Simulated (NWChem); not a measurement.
All runs are NWChem calculations. System: H4Se2Si, charge 0, spin multiplicity 1, at a geometry optimised with B3LYP/def2-SVP. The structure started from a generated list of species. Level: LDA (SVWN5)/def2-TZVP.

Input file:

```
start mol
memory heap 200 mb stack 800 mb global 1000 mb
geometry units angstroms nocenter noautoz
  Si     0.000000     0.000000    -0.996817
  Se    -1.793125    -0.756383     0.231379
  Se     1.793125     0.756383     0.231379
  H      0.349446    -1.172061    -1.845498
  H     -0.349446     1.172061    -1.845498
  H     -1.956244     0.520153     0.956321
  H      1.956244    -0.520153     0.956321
  symmetry group C2
end
basis spherical
  * library def2-tzvp
end
dft
  xc slater vwn_5
  semidirect memsize 60000000 filesize 0
  iterations 100
end
task dft energy
```

Part of the output:

```
             Northwest Computational Chemistry Package (NWChem) 7.3.0
             --------------------------------------------------------

                                NWChem Input Module
                                -------------------

 Scaling coordinates for geometry "geometry" by  1.889725989
 (inverse scale =  0.529177249)

 Turning off AUTOSYM since
 SYMMETRY directive was detected!

                             Geometry "geometry" -> ""
                             -------------------------

 Output coordinates in angstroms (scale by  1.889725989 to convert to a.u.)

  No.       Tag          Charge          X              Y              Z
 ---- ---------------- ---------- -------------- -------------- --------------
    1 Si                  14.0000     0.00000000     0.00000000    -0.99681700
    2 Se                  34.0000    -1.79312500    -0.75638300     0.23137900
    3 Se                  34.0000     1.79312500     0.75638300     0.23137900
    4 H                    1.0000     0.34944600    -1.17206100    -1.84549800
    5 H                    1.0000    -0.34944600     1.17206100    -1.84549800
    6 H                    1.0000    -1.95624400     0.52015300     0.95632100
    7 H                    1.0000     1.95624400    -0.52015300     0.95632100

 Effective nuclear repulsion energy (a.u.)     449.2550001147

            Nuclear Dipole moment (a.u.)
            ----------------------------
        X                 Y               Z
 ---------------- ---------------- ----------------
     0.0000000000     0.0000000000    -0.0000377945

      Symmetry information
      --------------------

 Group name             C2
 Group number              4
 Group order               2
 No. of unique centers     4

      Symmetry unique atoms

     1    2    4    6


 Summary of "ao basis" -> "" (spherical)
 ------------------------------------------------------------------------------
       Tag                 Description            Shells   Functions and Types
 ---------------- ------------------------------  ------  ---------------------
 *                         def2-tzvp                  on all atoms

                                 NWChem DFT Module
                                 -----------------

 Summary of "ao basis" -> "ao basis" (spherical)
 ------------------------------------------------------------------------------
       Tag                 Description            Shells   Functions and Types
 ---------------- ------------------------------  ------  ---------------------
 Si                        def2-tzvp                13       37   5s5p2d1f
 Se                        def2-tzvp                16       48   6s5p4d1f
 H                         def2-tzvp                 4        6   3s1p

 Summary of "ao basis" -> "ao basis" (spherical)
 ------------------------------------------------------------------------------
       Tag                 Description            Shells   Functions and Types
 ---------------- ------------------------------  ------  ---------------------
 Si                        def2-tzvp                13       37   5s5p2d1f
 Se                        def2-tzvp                16       48   6s5p4d1f
 H                         def2-tzvp                 4        6   3s1p

      Symmetry analysis of basis
      --------------------------

        a          79
        b          78

            General Information
            -------------------
          SCF calculation type: DFT
          Wavefunction type:  closed shell.
          No. of atoms     :     7
          No. of electrons :    86
           Alpha electrons :    43
            Beta electrons :    43
          Charge           :     0
          Spin multiplicity:     1
          Use of symmetry is: on ; symmetry adaption is: on
          Maximum number of iterations: 100
          AO basis - number of functions:   157
                     number of shells:    61
          Convergence on energy requested:  1.00D-06
          Convergence on density requested:  1.00D-05
          Convergence on gradient requested:  5.00D-04

              XC Information
              --------------
                        Slater Exchange Functional  1.000 local
                      VWN V Correlation Functional  1.000 local

             Grid Information
             ----------------
          Grid used for XC integration:  medium
          Radial quadrature: Mura-Knowles
          Angular quadrature: Lebedev.
          Tag              B.-S. Rad. Rad. Pts. Rad. Cut. Ang. Pts.
          ---              ---------- --------- --------- ---------
          Si                  1.10       88          10.0       590
          Se                  1.15      112          12.0       590
          H                   0.35       45          11.0       434
          Grid pruning is: on
          Number of quadrature shells:   290
          Spatial weights used:  Erf1

          Convergence Information
          -----------------------
          Convergence aids based upon iterative change in
          total energy or number of iterations.
          Levelshifting, if invoked, occurs when the
          HOMO/LUMO gap drops below (HL_TOL):  1.00D-02
          DIIS, if invoked, will attempt to extrapolate
          using up to (NFOCK): 10 stored Fock matrices.

                    Damping( 0%)  Levelshifting(0.5)       DIIS
                  --------------- ------------------- ---------------
          dE  on:    start            ASAP                start
          dE off:    2 iters        100 iters           100 iters

      Screening Tolerance Information
      -------------------------------
          Density screening/tol_rho:  1.00D-10
          AO Gaussian exp screening on grid/accAOfunc:  14
          CD Gaussian exp screening on grid/accCDfunc:  20
          XC Gaussian exp screening on grid/accXCfunc:  20
          Schwarz screening/accCoul:  1.00D-08

      Superposition of Atomic Density Guess
      -------------------------------------

 Sum of atomic energies:       -5090.44770044

      Non-variational initial energy
      ------------------------------

 Total energy =   -5091.225753
 1-e energy   =   -7986.131836
 2-e energy   =    2445.651083
 HOMO         =      -0.282537
 LUMO         =       0.019617

      Symmetry analysis of molecular orbitals - initial
      -------------------------------------------------

  Numbering of irreducible representations:

     1 a           2 b

  Orbital symmetries:

     1 a           2 b           3 a           4 b           5 a
     6 b           7 a           8 a           9 b          10 a
    11 b          12 a          13 b          14 b          15 a
    16 a          17 b          18 a          19 b          20 a
    21 b          22 a          23 b          24 a          25 b
    26 b          27 a          28 a          29 b          30 a
    31 b          32 a          33 b          34 a          35 b
    36 a          37 b          38 a          39 b          40 a
    41 b          42 a          43 b          44 a          45 b
    46 a          47 b          48 b          49 a          50 a
    51 b          52 a          53 b

------------------------------------------------------------
EAF file 0: "./mol.aoints.0" size=524288 bytes
------------------------------------------------------------
               write      read    awrite     aread      wait
               -----      ----    ------     -----      ----
     calls:        1         0         0         0         0
   data(b): 5.24e+05  0.00e+00  0.00e+00  0.00e+00
   time(s): 0.00e+00  0.00e+00  0.00e+00  0.00e+00  0.00e+00
rate(mb/s): 0.00e+00  0.00e+00
------------------------------------------------------------

   convergence    iter        energy       DeltaE   RMS-Dens  Diis-err    time
 ---------------- ----- ----------------- --------- --------- ---------  ------
 d= 0,ls=0.0,diis     1  -5086.9847188067 -5.54D+03  6.53D-03  2.92D+00     7.3
 d= 0,ls=0.0,diis     2  -5086.9793662298  5.35D-03  5.93D-03  8.00D-01     7.8
 d= 0,ls=0.0,diis     3  -5086.9762535348  3.11D-03  3.54D-03  6.15D-01     8.3
 d= 0,ls=0.0,diis     4  -5087.0603457420 -8.41D-02  7.49D-04  1.90D-02     8.9
 d= 0,ls=0.0,diis     5  -5087.0633844183 -3.04D-03  2.01D-04  1.14D-03     9.4
  Resetting Diis
 d= 0,ls=0.0,diis     6  -5087.0635901865 -2.06D-04  5.24D-05  9.86D-05     9.9
 d= 0,ls=0.0,diis     7  -5087.0636083076 -1.81D-05  2.42D-05  3.72D-06    10.3
 d= 0,ls=0.0,diis     8  -5087.0636074221  8.85D-07  1.47D-05  1.01D-05    10.8
 d= 0,ls=0.0,diis     9  -5087.0636089039 -1.48D-06  2.49D-06  2.88D-07    11.3
 d= 0,ls=0.0,diis    10  -5087.0636089347 -3.08D-08  6.28D-07  1.71D-08    11.8

         Total DFT energy =    -5087.063608934684
      One electron energy =    -7986.653352089788
           Coulomb energy =     2638.902900783923
    Exchange-Corr. energy =     -188.568157743542
 Nuclear repulsion energy =      449.255000114723

 Numeric. integr. density =       85.999991135137

     Total iterative time =      9.7s

                  Occupations of the irreducible representations
                  ----------------------------------------------

                     irrep           alpha         beta
                     --------     --------     --------
                     a                22.0         22.0
                     b                21.0         21.0

                       DFT Final Molecular Orbital Analysis
                       ------------------------------------

 Vector   41  Occ=2.000000D+00  E=-2.932830D-01  Symmetry=b
              MO Center= -6.6D-14, -2.5D-14,  1.5D-02, r^2= 5.6D+00
   Bfn.  Coefficient  Atom+Function         Bfn.  Coefficient  Atom+Function
  ----- ------------  ---------------      ----- ------------  ---------------
    54      0.198814  2 Se py               102      0.198814  3 Se py
    15     -0.180573  1 Si px                53      0.162839  2 Se px
   101      0.162839  3 Se px                43     -0.158665  2 Se s
    91      0.158665  3 Se s                 48     -0.147408  2 Se py
    96     -0.147408  3 Se py                16     -0.140313  1 Si py

 Vector   42  Occ=2.000000D+00  E=-2.348674D-01  Symmetry=a
              MO Center=  1.3D-13,  2.6D-14,  1.7D-01, r^2= 5.3D+00
   Bfn.  Coefficient  Atom+Function         Bfn.  Coefficient  Atom+Function
  ----- ------------  ---------------      ----- ------------  ---------------
    55      0.263249  2 Se pz               103      0.263249  3 Se pz
    58      0.193666  2 Se pz               106      0.193666  3 Se pz
    49     -0.184443  2 Se pz                97     -0.184443  3 Se pz
    52      0.169057  2 Se pz               100      0.169057  3 Se pz
    54     -0.150139  2 Se py               102      0.150139  3 Se py

 Vector   43  Occ=2.000000D+00  E=-2.227307D-01  Symmetry=b
              MO Center= -2.4D-13, -9.9D-14,  1.0D-01, r^2= 5.6D+00
   Bfn.  Coefficient  Atom+Function         Bfn.  Coefficient  Atom+Function
  ----- ------------  ---------------      ----- ------------  ---------------
    53      0.267876  2 Se px               101      0.267876  3 Se px
    55      0.201228  2 Se pz                56      0.201647  2 Se px
   103     -0.201228  3 Se pz               104      0.201647  3 Se px
    47     -0.187569  2 Se px                95     -0.187569  3 Se px
    50      0.173409  2 Se px                98      0.173409  3 Se px

 Vector   44  Occ=0.000000D+00  E=-6.478989D-02  Symmetry=a
              MO Center=  4.1D-13,  2.1D-13, -1.2D-01, r^2= 6.2D+00
   Bfn.  Coefficient  Atom+Function         Bfn.  Coefficient  Atom+Function
  ----- ------------  ---------------      ----- ------------  ---------------
     5      0.919396  1 Si s                  4      0.439693  1 Si s
    56     -0.428228  2 Se px               104      0.428228  3 Se px
   148     -0.387343  6 H  s                154     -0.387343  7 H  s
    20      0.377583  1 Si pz                58      0.279996  2 Se pz
   106      0.279996  3 Se pz                17      0.241114  1 Si pz

 Vector   45  Occ=0.000000D+00  E=-3.947964D-02  Symmetry=a
              MO Center=  6.3D-12,  1.0D-12,  7.4D-02, r^2= 6.8D+00
   Bfn.  Coefficient  Atom+Function         Bfn.  Coefficient  Atom+Function
  ----- ------------  ---------------      ----- ------------  ---------------
   148      0.689113  6 H  s                154      0.689113  7 H  s
    20      0.650729  1 Si pz                43     -0.571908  2 Se s
    91     -0.571908  3 Se s                 57     -0.420950  2 Se py
   105      0.420950  3 Se py               136      0.317592  4 H  s
   142      0.317592  5 H  s                 58     -0.249249  2 Se pz

 Vector   46  Occ=0.000000D+00  E=-3.881224D-02  Symmetry=b
              MO Center= -6.0D-12, -8.0D-13, -3.3D-01, r^2= 6.7D+00
   Bfn.  Coefficient  Atom+Function         Bfn.  Coefficient  Atom+Function
  ----- ------------  ---------------      ----- ------------  ---------------
    18      0.697176  1 Si px                43      0.642536  2 Se s
    91     -0.642536  3 Se s                148     -0.482566  6 H  s
   154      0.482566  7 H  s                 57      0.326977  2 Se py
   105      0.326977  3 Se py                19      0.243498  1 Si py
    15      0.234320  1 Si px                54      0.187445  2 Se py

 center of mass
 --------------
 x =   0.00000000 y =   0.00000000 z =   0.06808500

 moments of inertia (a.u.)
 ------------------
         493.971487406077        -754.192768855995           0.000000000000
        -754.192768855995        2000.376281026508           0.000000000000
           0.000000000000           0.000000000000        2175.015379392738

     Multipole analysis of the density
     ---------------------------------

     L   x y z        total         alpha         beta         nuclear
     -   - - -        -----         -----         ----         -------
     0   0 0 0      0.000000    -43.000000    -43.000000     86.000000

     1   1 0 0     -0.000000     -0.000000     -0.000000      0.000000
     1   0 1 0     -0.000000     -0.000000     -0.000000      0.000000
     1   0 0 1      0.024975      0.012506      0.012506     -0.000038

     2   2 0 0    -40.448588   -424.715571   -424.715571    808.982554
     2   1 1 0     -2.012280   -160.585280   -160.585280    319.158280
     2   1 0 1     -0.000000     -0.000000     -0.000000      0.000000
     2   0 2 0    -38.544359    -94.608082    -94.608082    150.671805
     2   0 1 1      0.000000      0.000000      0.000000      0.000000
     2   0 0 2    -38.562209    -66.048312    -66.048312     93.534415

 Task  times  cpu:       11.8s     wall:       11.8s

 Total times  cpu:       11.9s     wall:       11.9s
```
